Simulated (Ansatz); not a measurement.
Input file for Ansatz (a quantum-chemistry and plane-wave program): U-wB97X-V/cc-pV(T+d)Z on CH4Si (SMILES C=[SiH2]), a point of a bond scan (R = 1.531 Å). Files ending in .json are basis or fitting sets from the Basis Set Exchange.

Ansatz 0.2 input:
```yaml
crystal:
  periodic: [false, false, false]
  atoms:
    - {symbol: C, position_ang: [-1.15067768, -0.05472828, -0.00632374]}
    - {symbol: Si, position_ang: [0.37837131, 0.01799601, 0.00207941]}
    - {symbol: H, position_ang: [-1.77056886, 0.83033249, -0.06777878]}
    - {symbol: H, position_ang: [-1.68440972, -0.99465742, 0.04879136]}
    - {symbol: H, position_ang: [1.23014827, -1.18084576, 0.08542528]}
    - {symbol: H, position_ang: [1.11338881, 1.29230854, -0.07254597]}
basis:
  gaussian:
    orbitals: cc-pV_T+d_Z.json
hamiltonian:
  xc: {name: wB97X-V}
magnetization: {spin_polarized: true, initial_magnetization: 0}
```

Output:

```
WARN ansatz: RAYON_NUM_THREADS=1 ignored (pool sized by the plan → 1); use --threads N
Functional definition: wB97X-V
integrals: 0.05 GiB planned
721 factors; their error is unknown
integrals: 0.08 GiB planned
175 factors; integrals over basis functions are off by at most 9.9e-6 eV
mean field: 0.61 GiB planned
mean field evaluation 1: about -8971.9503 eV, gradient 3.2e1 eV
mean field evaluation 2: about -8972.3838 eV, gradient 2.9e1 eV
mean field evaluation 4: about -8976.4460 eV, gradient 4.2e-1 eV
mean field evaluation 8: about -8976.4862 eV, gradient 9.7e-2 eV
mean field evaluation 16: about -8976.4862 eV, gradient 1.5e-5 eV
mean field -8976.48623306 eV, -329.8797845842 hartree, gradient 1.5e-5 eV, S^2 0.000000; 0 other end points of the search recorded, 0 dependent functions left out
reference -8976.48623143 eV, -329.8797845241 hartree; 12, 12 occupied and 113, 113 virtual orbitals, 721 factors
Total energy: -8976.48623143 eV, -329.8797845241 hartree
```

Self-consistency was reached.

Cost: about 6 core-seconds (a rough figure).
